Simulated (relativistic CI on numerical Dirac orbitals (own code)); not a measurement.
What each ingredient does to the levels of Zr XXXVIII

Base calculation: Dirac-Coulomb-Breit CI, separate exchange-only KLI orbitals for each configuration, QED by a radiative potential, unscaled Slater integrals.

CI space (outside the closed core 1s2): 2s, 2p, 3s, 3p, 3d, 4s, 4p, 4d, 4f, 5s, 5p, 5d, 5f, 5g. Levels of other configurations are missing.

Variants: (1) valence Slater integrals scaled by 0.9; (2) Breit term removed; (3) non-relativistic limit. Shifts of the energy above 2s 2S_1/2, in eV, for the lowest level and the first level of each name with at least 55 % of one term (blank where a level changes its place among those of its configuration and J or its character, or is not in the variant):

| Level | Base | Δ(1) | Δ(2) | Δ(3) |
| --- | --- | --- | --- | --- |
| 2s 2S_1/2 | 0.00 | 0.00 | 0.00 | 0.00 |
| 2p 2P°_1/2 | 81.19 | 0.00 | -2.16 | -7.42 |
| 2p 2P°_3/2 | 183.26 | 0.00 | +0.28 | -109.49 |
| 3s 2S_1/2 | 2888.45 | 0.00 | +1.56 | -84.99 |
| 3p 2P°_1/2 | 2910.96 | 0.00 | +0.96 | -86.89 |
| 3p 2P°_3/2 | 2941.22 | 0.00 | +1.65 | -117.15 |
| 3d 2D_3/2 | 2949.18 | 0.00 | +2.12 | -116.64 |
| 3d 2D_5/2 | 2958.65 | 0.00 | +2.15 | -126.10 |
| 4s 2S_1/2 | 3885.75 | 0.00 | +1.91 | -110.03 |
| 4p 2P°_1/2 | 3895.01 | 0.00 | +1.67 | -110.76 |
| 4p 2P°_3/2 | 3907.74 | 0.00 | +1.96 | -123.49 |
| 4d 2D_3/2 | 3911.06 | 0.00 | +2.14 | -123.31 |
| 4d 2D_5/2 | 3915.05 | 0.00 | +2.16 | -127.31 |
| 4f 2F°_5/2 | 3915.23 | 0.00 | +2.17 | -127.28 |

At this charge energies of transitions that change n are usually good to better than 1 %, and those within a shell (Δn = 0) to a few per cent.

Ionisation energy from the two ground configurations alone: base 5146.6 eV; Breit term removed 5148.76 eV. The NIST ASD value (theoretical) is 5146.94 eV.
